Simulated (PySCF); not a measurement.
MgHCl, SMILES [MgH][Cl]. Atoms are numbered in the order given.

```xyz
3

Mg     0.0000     0.0000     1.1846
H      0.0000     0.0000     2.8726
Cl     0.0000     0.0000    -1.0052
```

Geometry optimised at r2SCAN-D4/def2-TZVPD.

Method: IEF-PCM-B3LYP/def2-TZVPD (PySCF).

The values are the electrostatic part of the solvation free energy, E(continuum) − E(gas) at the gas-phase geometry, in a cavity of scaled van der Waals radii (PySCF's table); cavitation and dispersion terms are not included. A continuum can't describe solvent molecules that bind to the metal. In vacuum the orbital gap is 6.80 eV. The dipole moment in vacuum is 1.59 D.

Problem. Estimate the values in water (ε = 78.36), benzene (ε = 2.27), dichloromethane (ε = 8.93). (Estimate from the structure and the level; the computed values follow.)

Solution. 
```tsv
solvent	ε	ΔG(elec) (kcal/mol)	dipole (D)	gap (eV)
water	78.36	-13.8	1.88	7.10
benzene	2.27	-6.0	1.74	6.91
dichloromethane	8.93	-11.6	1.85	7.04
```
